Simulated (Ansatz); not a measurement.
Several settings on one geometry of GaH2(CCH) (C2H3Ga) (that of the charge 0 singlet, PBE-D4/def2-TZVP). Ansatz on 4 threads of Arm Neoverse V1 on a shared host; times are rough.

```tsv
atom	x (Å)	y (Å)	z (Å)
Ga1	0.651	1.127	0.008
H2	2.218	1.070	0.053
H3	-0.179	2.458	-0.027
C4	-0.311	-0.536	-0.003
C5	-0.921	-1.594	-0.012
H6	-1.457	-2.524	-0.019
```

Totals from different functionals, basis sets or treatments of relativity can't be compared as stabilities.

DK, ANO-RCC and x2c sets are all-electron and run with scalar relativity unless a key says otherwise.

The spins typed aren't always the lowest for that charge.

**Question.** Give the basis size and estimate the energy, ⟨S²⟩ and time of these runs.

| run | method | charge | state | further keys |
| --- | --- | --- | --- | --- |
| 1 | RKS BLYP/def2-mTZVPP | 0 | singlet | scf: {omitted_lower_state_checks: [starts]}; forces asked |
| 2 | RKS B3LYP5/ANO-RCC-VTZP | 0 | singlet | final_grid: {core_spheres: 5, valence_spheres: 4, degree: 11}; scf: {omitted_lower_state_checks: [starts]} |
| 3 | UKS r2SCANh/aug-cc-pVDZ | 1 | doublet | fitting: {mean_field: cc-pVTZ-jkfit}; scf: {lower_state_search: full}; forces asked |

**Answer.** 
```tsv
run	functions	energy (Eh)	⟨S²⟩	wall time
1	89	-2002.8478	–	0.65 s
2	145	-2021.7627	–	1.6 s
3	109	-2002.3109	0.76	16 s
```
